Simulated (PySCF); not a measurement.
Compound: C₆H₁₄OSSi.
SMILES with atom numbers: `[CH3:1][CH2:2][S:3][C@@H:4]1[CH2:5][CH2:6][Si@@H:7]([OH:8])[CH2:9]1`

Probes without a nucleus sit at each ring's centroid and 1 Å off its mean plane on both sides; NICS is minus the shielding there, NICSzz its component along the normal. Level: GIAO PBE0/pcSseg-1 (PySCF, non-relativistic, gas phase) on the GFN2-xTB geometry, one conformer.

Ring bond lengths (Å), with Mayer bond orders in brackets: C4–C5 1.526 (1.00), C5–C6 1.532 (1.02), C6–Si7 1.908 (0.87), Si7–C9 1.908 (0.87), C9–C4 1.525 (0.97).

Task: Give the NICS values of each ring in ppm.

Result: 
```csv
ring,type,NICS(0),"NICS(1), two faces","NICS(1)zz, two faces",rms pucker (Å),"centre to ring atoms, mean (Å)"
C4–C5–C6–Si7–C9,5-membered ring with Si; formal bonds all single,-4.0,-2.9 / -5.6,-2.3 / -6.8,0.19,1.40
```

Task: What do they say, and how far can they be read as aromaticity?

Result: 
- C4–C5–C6–Si7–C9: mean NICS(1)zz -4.5 ppm, shielded. C4, C5, C6, Si7, C9 have four or more neighbours; no verdict on aromaticity is drawn. The two faces differ by 4.5 ppm, so no symmetry operation interchanges them.

Task: What is the mean of the two in-plane components of NICS at the second NICS(1) probe listed for ring C4–C5–C6–Si7–C9, 1 Å off the ring?

Result: The isotropic value is a third of the trace: (3 × -5.6 − (-6.8))/2 = -5.0 ppm.

Task: What are the shieldings of the ring atoms and their hydrogens in the same run (means over atoms taken as equivalent)?

Result: 
```tsv
atoms	environment	σ isotropic (ppm)
C4	sp3 carbon bound to sulfur	130.4
C5	ring CH2 carbon	148.8
C6	sp3 carbon bound to silicon	174.4
Si7	oxygen-bound silicon	332.2
C9	sp3 carbon bound to silicon	156.8
H on C4	methine hydrogen	28.84
H on C5	methylene hydrogen	29.96
H on C5	methylene hydrogen	29.40
H on C6	methylene hydrogen	30.83
H on C6	methylene hydrogen	31.12
H on Si7	Si–H hydrogen	26.48
H on C9	methylene hydrogen	30.88
H on C9	methylene hydrogen	30.21
```

The run took 1.8 min of wall time on one thread of an Arm Neoverse N1, shared host with 64 logical CPUs at a one-minute load of 61, and the process peaked at 1.1 GiB of memory. This is the whole shielding run at PBE0/pcSseg-1, SCF included.
